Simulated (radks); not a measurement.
Q: All-electron atom: Mg III in [Ne]. Method: scalar-relativistic Kohn-Sham, OLYP, spin-polarised, spherical densities, finite nucleus; Fermi nuclear charge, rms radius 3.057 fm; computed with a radial shooting solver on a logarithmic mesh with Libxc functionals. Some entries of the table are withheld. Estimate them.

| orbital | occ. | eigenvalue (hartree) | <1/r> (bohr^-1) | <r> (bohr) |
|---|---|---|---|---|
| 1s | 2 | (1) | 11.63 | 0.1306 |
| 2s | 2 | -3.69337 | 2.109 | 0.6929 |
| 2p | 6 | (2) | (3) | (4) |

A: 
(1) 1s eigenvalue (hartree): -47.04883
(2) 2p eigenvalue (hartree): -2.46256
(3) 2p <1/r> (bohr^-1): 1.966
(4) 2p <r> (bohr): 0.6826
